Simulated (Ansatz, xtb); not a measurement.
# CH5Cl2Si2+: where a starting geometry ends

The starting geometry of this gas-phase singlet was built from a drawn formula by distance geometry and a force field; its bonds are those of `[SiH2+][SiH2]C(Cl)Cl`.

```yaml
atoms:
  - { symbol: C, position_ang: [1.1915, 1.6648, 1.4713] }
  - { symbol: Cl, position_ang: [2.0236, 1.0621, 2.8679] }
  - { symbol: Cl, position_ang: [2.2988, 2.5065, 0.4563] }
  - { symbol: Si, position_ang: [-1.2378, -0.6548, 1.8414] }
  - { symbol: Si, position_ang: [0.4431, 0.2556, 0.5786] }
  - { symbol: H, position_ang: [-2.1543, 0.4391, 2.2503] }
  - { symbol: H, position_ang: [-2.0121, -1.6642, 1.0462] }
  - { symbol: H, position_ang: [-0.1954, 0.7325, -0.7254] }
  - { symbol: H, position_ang: [1.4451, -0.7453, 0.1872] }
  - { symbol: H, position_ang: [0.4757, 2.3980, 1.8167] }
```

Task: Predict what it relaxes into with r2SCAN-D4/def2-SVP.

Result: A new bond forms, giving a structure given below by its coordinates. Distances that change by over a tenth: C1–Cl2 (1.73 → 2.18 Å). Contacts that close: Cl2–Si4 (3.83 → 2.23 Å).

The energy falls by 2.14 eV over 24 steps:

| step | E − E(last) (eV) |
| --- | --- |
| 1 | 2.143 |
| 4 | 1.198 |
| 6 | 1.006 |
| 9 | 0.505 |
| 11 | 0.139 |
| 14 | 0.036 |
| 16 | 0.003 |
| 19 | 0.001 |
| 21 | 0.000 |
| 24 | 0.000 |

Final geometry (Å):

```yaml
atoms:
  - { symbol: C, position_ang: [1.1633, 1.6771, 1.2273] }
  - { symbol: Cl, position_ang: [0.6123, 0.6115, 3.0498] }
  - { symbol: Cl, position_ang: [2.8343, 1.8732, 1.1499] }
  - { symbol: Si, position_ang: [-0.9856, -0.3670, 1.8423] }
  - { symbol: Si, position_ang: [0.2670, 0.4293, 0.0270] }
  - { symbol: H, position_ang: [-2.2341, 0.3348, 2.2240] }
  - { symbol: H, position_ang: [-0.9331, -1.7978, 2.2210] }
  - { symbol: H, position_ang: [-0.3796, 1.1912, -1.0714] }
  - { symbol: H, position_ang: [1.2811, -0.5634, -0.4069] }
  - { symbol: H, position_ang: [0.6526, 2.6052, 1.5276] }
```

From the same start GFN2-xTB ends elsewhere, differing in C1–Cl2 (1.81 against 2.18 Å here).

No frequencies were run, so the end isn't proven a minimum. Run with Ansatz 0.2.0, 33 s on 2 threads of Intel(R) Xeon(R) 6975P-C (Granite Rapids), on a shared host.
